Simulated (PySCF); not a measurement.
HgBr₂, SMILES [Br][Hg][Br].

Geometry: B3LYP-D3(BJ)/def2-SVP. The isomer is the one that the SMILES or the coordinates give; other isomers of the formula were not compared. The def2 effective core potentials stand for the cores of Hg; spin–orbit coupling is left out.

The numbers are results of TDDFT-PBE/def2-SVPD (PySCF), not measurements.

Vertical excitations; the highest root listed may be one member of a degenerate set. Gas-phase values at a fixed geometry. State labels are in the subgroup D2h.

Computed UV-visible absorptions:
```tsv
state	symmetry	energy (eV)	λ (nm)	f	main pairs
S1	B3g	3.63	342	0.000	HOMO→LUMO (degenerate set)
S2	B2g	3.63	342	0.000	HOMO−1→LUMO (degenerate set)
S3	B2u	4.06	305	0.008	HOMO−3→LUMO (degenerate set)
S4	B3u	4.06	305	0.008	HOMO−2→LUMO (degenerate set)
S5	B1u	5.71	217	0.103	HOMO−4→LUMO 45 %, HOMO→LUMO+1 27 %, HOMO−1→LUMO+2 27 %
S6	Au	5.90	210	0.000	HOMO→LUMO+2 50 %, HOMO−1→LUMO+1 50 %
S7	B1u	5.94	209	0.000	HOMO−1→LUMO+2, HOMO→LUMO+1 (degenerate set)
S8	Au	5.94	209	0.000	HOMO−1→LUMO+1, HOMO→LUMO+2 (degenerate set)
S9	Ag	6.32	196	0.000	HOMO−5→LUMO 54 %, HOMO−3→LUMO+1 23 %, HOMO−2→LUMO+2 23 %
S10	B1g	6.34	195	0.000	HOMO−3→LUMO+2 50 %, HOMO−2→LUMO+1 50 %
T1	B3g	3.25	382	0	HOMO→LUMO (degenerate set)
T2	B2g	3.25	382	0	HOMO−1→LUMO (degenerate set)
T3	B2u	3.68	337	0	HOMO−3→LUMO (degenerate set)
T4	B3u	3.68	337	0	HOMO−2→LUMO (degenerate set)
```
Triplets are in the Tamm–Dancoff approximation, which puts them higher than full response would, so one can lie above its singlet here.
